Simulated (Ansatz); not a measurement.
Reaction: H4BSiO (SMILES [BH]O[SiH3], doublet) → H4BSiO (SMILES O[B][SiH3], doublet)
Each species at its own B3LYP-D3(BJ)/def2-TZVP minimum (Ansatz, an electronic-structure program), one conformer.

Total energies in hartree (Ansatz). Radicals and triplets start from unrestricted determinants; spin-orbit coupling is neglected. Cores are frozen in correlated methods. No relativity.

```tsv
species	HF/cc-pV(T+d)Z	CCSD(T)/cc-pV(T+d)Z	HF/cc-pV(Q+d)Z	CCSD(T)/cc-pV(Q+d)Z	CCSD(T)/cc-pV(D+d)Z	CCSDT(Q)/cc-pV(D+d)Z
1: H4BSiO (SMILES [SiH3]O[BH], doublet)	-390.88219	-391.36536	-390.89425	-391.40803	-391.22027	-391.22196
2: H4BSiO (SMILES [SiH3][B]O, doublet)	-390.83998	-391.33421	-390.85149	-391.37607	-391.19593	-391.19792
```

Task: Work out the isomerisation energy (electronic) in kcal/mol: take Hartree-Fock from cc-pV(Q+d)Z, extrapolate the CCSD(T) correlation energy as X^-3 (X = 3, 4), and add CCSDT(Q) - CCSD(T) in cc-pV(D+d)Z. 1 hartree = 627.51 kcal/mol.

Result: 
Species 1: correlation (64·(-0.51378) - 27·(-0.48317))/37 = -0.53612; step -0.00169; E1 = -390.89425 + (-0.53612) + (-0.00169) = -391.43206
Species 2: correlation (64·(-0.52458) - 27·(-0.49423))/37 = -0.54673; step -0.00199; E2 = -390.85149 + (-0.54673) + (-0.00199) = -391.40021
-1·E1 +1·E2 = 0.03185 hartree = 20.0 kcal/mol.
